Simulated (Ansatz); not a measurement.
C$_{2}$H$_{3}$O$_{2}$, charge -1, singlet, geometry from GFN2-xTB (a gas-phase anion, which may not be bound at this level); WB97X-V/def2-SVPD (Ansatz, a first-principles code).

Ansatz was given this input:
Ansatz 0.2 input:
```yaml
crystal:
  periodic: [false, false, false]
  atoms:
    - {symbol: C, position_ang: [0.11500632, 0.05201120, -0.05302050]}
    - {symbol: O, position_ang: [0.26258741, 1.21666153, -0.49561643]}
    - {symbol: O, position_ang: [-1.20825450, -0.24327257, 0.45360888]}
    - {symbol: H, position_ang: [-1.68617274, 0.58417768, 0.31791387]}
    - {symbol: C, position_ang: [0.98094306, -0.97998349, 0.03343690]}
    - {symbol: H, position_ang: [0.68003939, -1.92741954, 0.44895840]}
    - {symbol: H, position_ang: [1.99577385, -0.87603609, -0.31331037]}
basis:
  gaussian:
    orbitals: def2-SVPD
hamiltonian:
  xc: {name: wB97X-V}
total_charge: -1
```

It wrote (shortened):

```
Functional definition: wB97X-V
900 factors; their error is unknown
350 factors; integrals over basis functions are off by at most 1.4e-5 eV
mean field evaluation 1: about -6208.0813 eV, gradient 3.9e1 eV
mean field evaluation 2: about -6208.7637 eV, gradient 3.8e1 eV
mean field evaluation 4: about -6211.1617 eV, gradient 2.3e0 eV
mean field evaluation 8: about -6211.1763 eV, gradient 5.3e-2 eV
mean field evaluation 16: about -6211.1525 eV, gradient 3.2e-5 eV
mean field -6211.15254837 eV, -228.2556460822 hartree, gradient 3.2e-5 eV, S^2 0.000000; 0 other end points of the search recorded, 0 dependent functions left out
reference -6211.15254648 eV, -228.2556460127 hartree; 16, 16 occupied and 94, 94 virtual orbitals, 900 factors
Total energy: -6211.15254648 eV, -228.2556460127 hartree
```
